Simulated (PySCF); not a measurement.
**Cu: excitation energy**

Cu [Ar] 3d10 4s1 (2S) → Cu [Ar] 3d9 4s1 4p1 (high-spin determinant), as a difference of total energies. All numbers are calculated (PySCF 2.14, scalar relativity by spin-free X2C-1e, in aug-cc-pVDZ-DK (7s6p4d2f, 59 functions)). Correlated levels: valence: [Ar] frozen. The calculations carry no spin-orbit coupling.

```
           method  excitation energy (cm⁻¹)
              UHF                     16674
    MP2 (valence)                     44621
SCS-MP2 (valence)                     41827
   CCSD (valence)                     35923
CCSD(T) (valence)                     37896
```

The determinant of the upper state mixes LS terms, which raises its energy above the lowest term, most at the Hartree-Fock and MP2 levels.
